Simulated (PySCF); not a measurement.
A run for PySCF: R-B3LYP/3-21G on C2H4O2 (a complex), monomers drawn apart or pushed together.

```python
from pyscf import gto, scf, dft, mp
from pyscf.data.elements import chemcore

mol = gto.M(
    atom='''
    C     0.43440576   -0.15437601   -0.13975507
    O    -0.14454213    0.89753345   -0.22196946
    H    -0.10029360   -1.12086560   -0.13961675
    H     1.53564523   -0.21590842   -0.08094594
    C    -0.06552136    0.54432634    3.26178547
    O     0.50113844   -0.46229225    2.92746230
    H    -0.22954785    0.78370405    4.32811821
    H    -0.44365292    1.26816602    2.51828380
    ''',
    basis='3-21g',
    charge=0, spin=0, verbose=3, max_memory=1800)
mf = dft.RKS(mol, xc='b3lyp')
mf.conv_tol = 1e-8
mf.max_cycle = 100
mf.kernel()
if not mf.converged:
    mf = mf.newton().run(mf.mo_coeff, mf.mo_occ)
```

The log:

```
converged SCF energy = -227.727629422678
```

The run converged.

Cost: roughly 1.8 core-seconds.
